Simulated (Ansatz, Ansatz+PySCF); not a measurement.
```yaml
atoms:
  - { symbol: C, position_ang: [0.0000, 0.0000, -1.0677] }
  - { symbol: C, position_ang: [0.0000, 0.0000, 1.0677] }
```

Basis set: 6-31G (spherical functions). Frozen core: 2 orbitals. Charge 0, multiplicity 1.

Computed with Ansatz (development build ahead of 0.2.0); each method stands on the lowest determinant of its kind that the runs found. Restricted open shells among the atoms or ions are ROHF, correlated in semicanonical orbitals with singles. Restricted functionals stand beside restricted open-shell atoms, which can lie above the unrestricted atoms usual in DFT and then raise those values.

The atomization energy at this shape (free ground-state atoms in the same class of orbitals less the molecule, no zero-point energy) of singlet C2:

```csv
method,atomization energy
PBE0 (restricted),34.1 kJ/mol
full CI (lowest root of this spin),112.3 kJ/mol
UHF-MP2,25.1 kJ/mol
RHF-MP2,-118.2 kJ/mol
RHF-CCSD(T),139.6 kJ/mol
UHF-CCSD(T),74.5 kJ/mol
RHF,-351.5 kJ/mol
UHF,1.6 kJ/mol
```

Question: What does PBE0 (unrestricted) give?

Answer: 133.5 kJ/mol. Caution for PBE0 (unrestricted), UHF-MP2, UHF-CCSD(T), UHF: the unrestricted determinant is a mixture of spin states. Caution for PBE0 (restricted), RHF-MP2, RHF-CCSD(T), RHF: an unrestricted determinant lies well below. Caution for UHF-MP2, RHF-MP2, UHF-CCSD(T): another reference gives a lower total. Caution for UHF-MP2, UHF-CCSD(T): bonds are stretched, where a single reference can fail. Caution for UHF-MP2, RHF-MP2, RHF-CCSD(T), UHF-CCSD(T), RHF, UHF: the determinant may break the point group. Caution for RHF-MP2, RHF-CCSD(T): large amplitudes, a single reference is doubtful. Caution for RHF-MP2, RHF: the molecule lies well above its atoms at this level. Caution for RHF-CCSD(T): the amplitudes may be one of several solutions.

This basis has no polarisation functions and is too small for such energies, which can lie far from measured ones in either direction.
